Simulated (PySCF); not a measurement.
C2H5ClGaN.

```xyz
10

Ga     0.0877     0.0831     0.1006
Cl    -1.9990     0.1782     0.6543
C      0.6344    -0.9143    -1.4624
C      1.9172    -1.0182    -1.8445
H     -0.1332    -1.4188    -2.0639
H      2.2171    -1.5881    -2.7339
H      2.7365    -0.5412    -1.2916
N      1.1647     0.9950     1.2190
H      0.8100     1.4984     2.0246
H      2.1709     1.0755     1.1317
```

The structure is a stationary point at r2SCAN-D4/def2-SVP. The structure was generated by enumeration; whether it is a known compound was not checked. Other conformers were not sampled.

The numbers are results of PySCF with PBE0/pcSseg-1, not measurements. Non-relativistic, no solvent.

Computed absolute GIAO shielding of each atom: isotropic value and principal components (ppm):
| atom | σ(iso) | σ11 | σ22 | σ33 | span |
|---|---|---|---|---|---|
| Ga1 | 1348.6 | 1191.9 | 1333.4 | 1520.6 | 328.7 |
| Cl2 | 955.0 | 810.8 | 1009.8 | 1044.3 | 233.5 |
| C3 | 40.4 | -72.0 | 28.7 | 164.6 | 236.6 |
| C4 | 34.4 | -94.9 | 39.6 | 158.5 | 253.4 |
| H5 | 24.8 | 22.8 | 23.3 | 28.3 | 5.5 |
| H6 | 24.5 | 21.6 | 23.7 | 28.4 | 6.8 |
| H7 | 25.0 | 21.1 | 23.3 | 30.6 | 9.4 |
| N8 | 223.0 | 174.5 | 230.5 | 263.9 | 89.5 |
| H9 | 29.5 | 22.1 | 26.1 | 40.3 | 18.1 |
| H10 | 29.4 | 21.8 | 25.1 | 41.2 | 19.4 |
